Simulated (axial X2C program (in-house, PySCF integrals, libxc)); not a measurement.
## Potential curves of SnTe, two-component

All values were computed with an in-house relativistic program for diatomic molecules. Two-component (2c) means X2C with spin–orbit coupling and atomic mean-field two-electron Coulomb and Gaunt terms. Basis: Te dyall-cv3z [11s12p8d4f1g], Sn dyall-cv3z [11s12p9d4f1g] (cores contracted in-house); Gaussian nuclei, density fitting, unrestricted open shells. Masses: Te 129.906 u, Sn 119.902 u.

State: Ω = 0 (closed shell). Energies in eV from the lowest point of each curve. Fits are polynomials in 1 − R0/R over 0.85 to 1.23 times the lowest point R0.

```csv
R (Å),LDA,PBE0
2.2020,1.1730,1.2708
2.3032,0.4724,0.5231
2.3791,0.1788,0.2051
2.4551,0.0329,0.0426
2.5310,0.0000,0.0000
2.6196,0.0671,0.0631
2.7082,0.2160,0.2146
2.8221,0.4866,0.4960
2.9613,0.8868,0.9176
3.1638,1.5163,1.5874
```

The state is one determinant whose occupation by symmetry is held fixed; it was picked as the lowest of a PBE0 search that is not exhaustive. Closed shells are restricted here (equal orbitals for both partners); the stretched side of such a curve lies too high.

Q: Fit the LDA curve near its minimum: give the equilibrium distance and the harmonic wavenumber.

A: At LDA, 2c: Re = 2.519 Å, ωe ≈ 258 cm⁻¹; Be follows as 0.0426 cm⁻¹.

Q: What are Re and ωe at the PBE0 level?

A: At PBE0, 2c: Re = 2.525 Å, ωe ≈ 264 cm⁻¹; Be follows as 0.0424 cm⁻¹.
